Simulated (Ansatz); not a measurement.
**The HOMO–LUMO gap down a group: C to Ge**

Gas-phase molecules, one atom swapped for its congeners: In(CH3)Cl2; SiH3(InCl2); GeH3(InCl2). All are singlets with charge 0.

Shapes, held fixed at every level: PBE0-D4/def2-TZVP. Programs: Ansatz 0.2.0. Values in eV.

```tsv
level	In(CH3)Cl2	SiH3(InCl2)	GeH3(InCl2)
SPW92/def2-TZVPP	4.62	4.18	4.26
PBE-D4/def2-TZVPP	4.74	4.29	4.37
r2SCAN-D4/def2-TZVPP	5.30	4.74	4.82
BHLYP-D4/def2-TZVPP	8.80	7.83	7.83
wB97M-V/def2-TZVPP	10.74	9.79	9.81
wB97X-V/def2-TZVPP	11.15	10.17	10.17
```

At wB97X-V/def2-TZVPP the HOMO–LUMO gap falls at every step, from 11.15 to 10.17 eV. 0 of 6 levels show this order throughout; 1 agree on the largest and the smallest. For atoms past krypton def2 sets carry core potentials with scalar relativity. Relativity is left out for Ge. Orbital gaps aren't excitation energies, and the LUMO depends on the basis.
